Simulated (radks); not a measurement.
Spherical jellium clusters: N electrons in a uniform positive sphere of charge N and radius rs N^(1/3), rs = 2.84 bohr. Calculated with a radial shooting solver with Libxc functionals: non-relativistic Kohn-Sham, LDA (Slater exchange, Perdew-Wang correlation), spin-polarised, spherical densities. Levels are named by radial order and angular momentum (1s, 1p, 1d, 2s, ...), and open shells are averaged over m.

N = 35, configuration 1s2 1p6 1d10 2s2 1f14 2p(up 1, down 0). This is the lowest configuration that the search found. Occupied and some empty levels:

| level | occupation | eigenvalue (eV) | <r> (bohr) |
|---|---|---|---|
| 1s up | 1 | -8.3726 | 5.135 |
| 1s down | 1 | -8.2548 | 5.247 |
| 1p up | 3 | -7.0429 | 6.413 |
| 1p down | 3 | -6.9794 | 6.466 |
| 1d up | 5 | -5.5303 | 7.258 |
| 1d down | 5 | -5.4909 | 7.273 |
| 2s up | 1 | -5.1840 | 6.140 |
| 2s down | 1 | -5.0660 | 6.074 |
| 1f up | 7 | -3.8338 | 7.945 |
| 1f down | 7 | -3.8011 | 7.944 |
| 2p up | 1 | -3.2069 | 7.138 |
| 2p down | 0 | -3.0891 | 7.181 |
| 1g up | 0 | -1.9903 | 8.635 |
| 1g down | 0 | -1.9567 | 8.628 |
| 2d up | 0 | -1.3508 | 8.937 |
| 3s up | 0 | -1.3238 | 9.353 |
| 2d down | 0 | -1.2778 | 9.049 |
| 3s down | 0 | -1.2614 | 9.445 |

Energy (eV): total -54.2413, kinetic 114.13, external -4227.4, Hartree 2078.2, exchange-correlation -172.10, background 2152.9.
